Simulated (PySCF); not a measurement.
A calculated (LDA, PySCF 2.14, cc-pVDZ, the non-relativistic Hamiltonian (point nucleus)) atom or ion has these occupied shells.

| shell | electrons | orbital energy (eV) | rms radius, mean of both spins (bohr) |
| --- | --- | --- | --- |
| 1s α | 1 | -679.79 | 0.205 |
| 1s β | 1 | -677.91 | 0.205 |
| 2s α | 1 | -48.706 | 1.07 |
| 2s β | 1 | -44.701 | 1.07 |
| 2p α | 3 | -30.050 | 1.11 |
| 2p β | 1 | -26.166 | 1.11 |

(1) Name the element and its charge.

Answers

(1) F⁺ (fluorine, charge +1), in [He] 2s2 2p4, high-spin 3P determinant.
